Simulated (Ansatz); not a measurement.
Relaxation of C$_{3}$H$_{11}$AlSi (16 atoms, charge 0, multiplicity 1), to a largest force component of 0.02 eV/Å in at most 50 steps.

Theory: RKS PBE-D4/6-31G in Ansatz.

```xyz
16
Properties=species:S:1:pos:R:3
C 0.919 1.858 -1.203
C 1.230 1.147 0.056
Al 0.962 -0.820 -0.189
C -0.276 -1.771 0.929
Si -2.032 -1.038 0.627
H 1.011 3.008 -1.054
H 1.549 1.584 -2.050
H -0.154 1.736 -1.487
H 0.586 1.505 0.931
H 2.295 1.353 0.346
H 1.818 -1.606 -1.267
H -0.349 -2.846 0.666
H -0.130 -1.660 1.989
H -2.419 -1.146 -0.758
H -2.011 0.376 1.023
H -3.022 -1.702 1.485
```

Q: Where does it end, and by what steps?

A: The run converged. The force dipped under the threshold on the way, but the program's further checks kept it going. Limits of this set-up: no polarisation functions. After 23 steps the energy has fallen by 0.374 eV; H9 moved furthest, 0.63 Å.

| step | energy less start (eV) | largest force component (eV/Å) | accepted |
| --- | --- | --- | --- |
| 0 | 0.0000 | 2.848 | yes |
| 1 | -0.3147 | 0.979 | yes |
| 2 | -0.3635 | 0.303 | yes |
| 3 | -0.3680 | 0.104 | yes |
| 4 | -0.3696 | 0.027 | yes |
| 5 | -0.3701 | 0.045 | yes |
| 6 | -0.3705 | 0.042 | yes |
| 7 | -0.3709 | 0.035 | yes |
| 8 | -0.3711 | 0.024 | yes |
| 9 | -0.3713 | 0.018 | yes |
| 10 | -0.3713 | 0.026 | yes |
| 11 | -0.3715 | 0.017 | yes |
| 12 | -0.3717 | 0.013 | yes |
| 13 | -0.3719 | 0.039 | yes |
| 14 | -0.3720 | 0.032 | yes |
| 15 | -0.3724 | 0.022 | yes |
| 16 | -0.3726 | 0.035 | yes |
| 17 | -0.3728 | 0.045 | yes |
| 18 | -0.3731 | 0.036 | yes |
| 19 | -0.3734 | 0.038 | yes |
| 20 | -0.3737 | 0.050 | yes |
| 21 | -0.3739 | 0.044 | yes |
| 22 | -0.3741 | 0.029 | yes |
| 23 | -0.3742 | 0.017 | yes |

```xyz
16
Properties=species:S:1:pos:R:3
C 0.728 1.897 -1.052
C 1.493 1.104 0.045
Al 1.098 -0.847 -0.100
C -0.323 -1.678 1.011
Si -2.063 -1.057 0.477
H 0.944 2.981 -0.993
H 1.010 1.566 -2.069
H -0.368 1.782 -0.954
H 1.206 1.479 1.047
H 2.582 1.281 -0.061
H 1.828 -1.753 -1.239
H -0.293 -2.780 0.926
H -0.189 -1.408 2.077
H -2.291 -1.288 -1.008
H -2.185 0.437 0.718
H -3.199 -1.739 1.222
```

Run time: 95 s on 1 thread of Intel(R) Xeon(R) Platinum 8488C (Sapphire Rapids), with other jobs on the host, peak memory 0.18 GiB.
